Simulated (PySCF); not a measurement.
SiBr₂Cl, SMILES [Si](Br)(Br)Cl, multiplicity 2. Coordinates come from a B3LYP-D3(BJ)/def2-SVP optimisation.

Computed equilibrium geometry at B3LYP-D3(BJ)/def2-SVP (PySCF confirms it by a frequency run) as a Z-matrix, and its point group:
point group Cs.
```
Si
Cl 1 2.0771
Br 1 2.2434 2 109.33
Br 1 2.2434 2 109.33 3 120.51
```
Charge 0, spin multiplicity 2.
